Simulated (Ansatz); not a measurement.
BGeH2IS (`I[B]1[S][GeH2]1`), relaxed with RKS PBE0-D4/def2-TZVP in Ansatz 0.2.0 from a PBE-D4/def2-SVP geometry. The force threshold is 0.005 eV/Å; the program also tests the step.

Total charge 0; spin multiplicity 1. I: def2 effective core potential.

Start:

```xyz
6

I     1.871   -2.121    1.279
B     0.374   -0.932    0.384
S    -1.256   -1.166   -0.229
Ge   -0.095    0.919   -0.263
H    -0.914    1.935    0.572
H     0.021    1.366   -1.743
```

(1) How much energy does the relaxation release, and in how many steps? (Best estimate.)

(2) Which bonds change most? (Estimate.)

(3) Give the relaxed structure. (Best estimate.)

Results:

(1) The calculation gave: 0.03 eV, in 6 steps, 1 of them rejected.

(2) Ansatz gave: S3–Ge4 from 2.387 to 2.317 Å; I1–B2 from 2.111 to 2.090 Å; B2–Ge4 from 2.016 to 1.997 Å; Ge4–H6 from 1.550 to 1.532 Å.

(3) The calculation gave: 
```xyz
6

I     1.855   -2.107    1.269
B     0.383   -0.918    0.380
S    -1.239   -1.145   -0.222
Ge   -0.140    0.894   -0.276
H    -0.896    1.920    0.575
H     0.038    1.356   -1.726
```
